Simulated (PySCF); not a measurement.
## Ionisation energy of Tb⁵⁵⁺ by level of theory

Tb⁵⁵⁺ [Ne] → Tb⁵⁶⁺ [He] 2s2 2p5 [2p1/2^2 2p3/2^3, M_J = 3/2], as a difference of total energies. All numbers are calculated (PySCF 2.14, the two-component X2C-1e Hamiltonian, in an uncontracted even-tempered set (17 s from 36 bohr⁻², ratio 2.4; 13 p from 46 bohr⁻², ratio 2.4; 5 d from 170 bohr⁻², ratio 2.6; 4 f from 250 bohr⁻², ratio 2.6)). Correlated levels: nothing frozen; the 30 highest virtual spinors dropped. "Screened" scales the spin-orbit matrix elements by Boettger's factors to mimic the two-electron term; Breit and QED terms are absent.

| method | ionisation energy (eV) |
| --- | --- |
| GHF (spin-free) | 11915.8 |
| GMP2 (spin-free) | 11917.4 |
| GHF (screened spin-orbit) | 11684.4 |
| GMP2 (screened spin-orbit) | 11686.0 |

For this ion Breit and QED terms and the two-electron picture change, all absent here, outweigh the correlation shift from GHF to GMP2.

The spin-free rows lack the spin-orbit shift.

For comparison: 11673 ± 5 eV (theoretical estimate listed by NIST; NIST Atomic Spectra Database, ionization energies).
